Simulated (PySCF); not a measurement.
# How a change of structure moves an absorption spectrum

Computed, not measured: PySCF, TDDFT B3LYP/def2-SVPD, vertical, gas phase, core orbitals frozen in the response. Geometries: GFN2-xTB; one conformer of each isolated species. Triplets are in the Tamm–Dancoff approximation. 'Strongest' means the level of largest summed f among the lowest 8 singlets; it needn't be the same kind of state in each.

Parent: `O=CC[SiH2]O`, with lowest singlet excitation energy 4.28 eV, HOMO–LUMO gap 6.03 eV, lowest triplet energy 3.73 eV, LUMO energy -1.54 eV, energy of the strongest computed level 6.72 eV, S1–T1 gap 0.55 eV. Its spectrum: 290 nm (f 0.003); 202 nm (f 0.005); 184 nm (f 0.108); 180 nm (f 0.001); 176 nm (f 0.050).

Shifts from the parent:

```json
{"change": "H on C replaced by COCH3", "SMILES": "CC(=O)C(=O)C[SiH2]O", "Δ S1 (eV)": "-1.28", "Δ gap (eV)": "-1.50", "Δ T1 (eV)": "-1.23", "Δ LUMO (eV)": "-1.22", "Δ strongest (eV)": "-1.43", "Δ S1−T1 (eV)": "-0.05"}
{"change": "H on C replaced by ethynyl", "SMILES": "C#CC(=O)C[SiH2]O", "Δ S1 (eV)": "-0.36", "Δ gap (eV)": "-0.54", "Δ T1 (eV)": "-0.29", "Δ LUMO (eV)": "-0.86", "Δ strongest (eV)": "-1.05", "Δ S1−T1 (eV)": "-0.07"}
{"change": "H on C replaced by propynyl", "SMILES": "CC#CC(=O)C[SiH2]O", "Δ S1 (eV)": "-0.30", "Δ gap (eV)": "-0.48", "Δ T1 (eV)": "-0.22", "Δ LUMO (eV)": "-0.51", "Δ strongest (eV)": "-1.22", "Δ S1−T1 (eV)": "-0.08"}
{"change": "H on C replaced by CF3", "SMILES": "O=C(C[SiH2]O)C(F)(F)F", "Δ S1 (eV)": "+0.01", "Δ gap (eV)": "+0.02", "Δ T1 (eV)": "-0.01", "Δ LUMO (eV)": "-0.55", "Δ strongest (eV)": "-0.58", "Δ S1−T1 (eV)": "+0.02"}
{"change": "H on C replaced by NHCH3", "SMILES": "CNC(=O)C[SiH2]O", "Δ S1 (eV)": "+1.56", "Δ gap (eV)": "+1.30", "Δ T1 (eV)": "+1.65", "Δ LUMO (eV)": "+1.35", "Δ strongest (eV)": "+0.29", "Δ S1−T1 (eV)": "-0.09"}
{"change": "H on C replaced by CHF2", "SMILES": "O=C(C[SiH2]O)C(F)F", "Δ S1 (eV)": "-0.06", "Δ gap (eV)": "-0.12", "Δ T1 (eV)": "-0.06", "Δ LUMO (eV)": "-0.52", "Δ strongest (eV)": "-0.32", "Δ S1−T1 (eV)": "0.00"}
```

Task: Predict the same shifts for this change: H on C replaced by CH3 (`CC(=O)C[SiH2]O`).

Result: Δ lowest singlet excitation energy +0.20 eV, Δ HOMO–LUMO gap +0.19 eV, Δ lowest triplet energy +0.24 eV, Δ LUMO energy +0.39 eV, Δ energy of the strongest computed level +0.17 eV, Δ S1–T1 gap -0.04 eV. Spectrum: 277 nm (f 0.003); 195 nm (f 0.006); 189 nm (f 0.023); 182 nm (f 0.004); 180 nm (f 0.124). S1 falls most with H on C replaced by COCH3 (-1.28 eV), and it rises most with H on C replaced by NHCH3 (+1.56 eV). S1 is simply the lowest singlet of each species and needn't be the same kind of state throughout. Over these 7 changes the shifts of S1 and of the HOMO–LUMO gap correlate with r = 0.99.
